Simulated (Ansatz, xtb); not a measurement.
Species: CHBrF, net charge -1, singlet state. It need not be the lowest isomer of its formula. Whether it binds its extra electron was not tested at this geometry. 
Coordinates optimised at B3LYP-D3(BJ)/def2-TZVP (Ansatz, an electronic-structure program):
```
C
F 1 1.4115
H 1 1.1141 2 100.81
Br 1 2.2825 3 89.93 2 -103.07
```
Charge -1, spin multiplicity 1.

Harmonic wavenumbers from GFN2-xTB (xtb, at its own minimum), cm⁻¹: 248, 476, 853, 1066, 1284, 2587.

Give the harmonic wavenumbers at B3LYP-D3(BJ)/def2-TZVP (Ansatz, finite differences of forces, unscaled).

175, 383, 878, 958, 1347, 2799 cm⁻¹. Zero-point energy 9.3 kcal/mol.

From these and the geometry, give the ideal-gas thermochemistry at 298.15 K and 1 atm (rigid rotor, harmonic oscillator).

Point group C1, rotational symmetry number 1. Rotational constants 40.46, 3.161, 2.969 GHz. S(trans) 40.05, S(rot) 24.25, S(vib) 3.70, S(elec, spin only) 0.00, S 68.0 cal/(mol K). H(298) - H(0) 3.02 kcal/mol; G - E(el) -7.9 kcal/mol.
